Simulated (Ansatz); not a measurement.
Cost and result up the ladder for Ti(NH2)F3 (TiNF3H2) (7 atoms). Charge 0, multiplicity 1. Geometry: PBE0-D4/def2-SVP.

```xyz
7

Ti    0.026    0.644   -0.313
N    -0.084   -1.015    0.475
H    -0.587   -1.217    1.336
H     0.386   -1.847    0.127
F    -1.339    1.573    0.226
F     0.101    0.420   -2.035
F     1.497    1.443    0.186
```

Ansatz on 4 threads of Arm Neoverse V1 on a shared host. Times are rough, and most runs start from the orbitals of an earlier one. ωB97X-V/def2-TZVP serves as the yardstick here, not as an exact answer. Differences are given only for rows in sets of like size (and for xTB, whose basis is part of the method), since another set adds its own error. Binding counts from free atoms at the same level (Ti triplet, N quartet, H doublet, F doublet; other spins of the atoms weren't run), without zero-point energy or a counterpoise term.

The 6-31G sets use Cartesian d functions. B3LYP takes the VWN-RPA correlation. Correlated methods freeze 9 core orbitals; core or outer-core shells of Ti are correlated, in sets that lack core-valence functions.

Correlated methods converge slowly with the basis.

```csv
level,functions,wall time
HF/STO-3G,40,0.15 s
HF/6-31G,69,0.4 s
PBE-D4/def2-SVP,97,0.85 s
B3LYP-D4/6-31G,69,1.1 s
HF/def2-TZVP,181,1.2 s
PBE0-D4/def2-SVP,97,1.2 s
PBE0-D4/def2-TZVP,181,2 s
CAM-B3LYP-D4/def2-TZVP,181,2.4 s
PBE0-D4/def2-TZVPD,223,3.2 s
ωB97X-V/def2-TZVP (with forces),181,7.5 s
CCSD(T)/def2-TZVP,181,77 s
```

(1) Estimate what each level gives for the binding energy per atom (eV).

Answers

(1) 
```
                          level  binding energy per atom (eV)  difference from ωB97X-V/def2-TZVP (eV)
                      HF/STO-3G                          3.97                                       –
                       HF/6-31G                          2.46                                       –
                PBE-D4/def2-SVP                          4.67                                       –
                 B3LYP-D4/6-31G                          4.23                                       –
                   HF/def2-TZVP                          2.73                                   -1.60
               PBE0-D4/def2-SVP                          4.32                                       –
              PBE0-D4/def2-TZVP                          4.29                                   -0.03
         CAM-B3LYP-D4/def2-TZVP                          4.35                                    0.02
             PBE0-D4/def2-TZVPD                          4.30                                   -0.03
ωB97X-V/def2-TZVP (with forces)                          4.33                                    0.00
              CCSD(T)/def2-TZVP                          4.19                                   -0.14
```
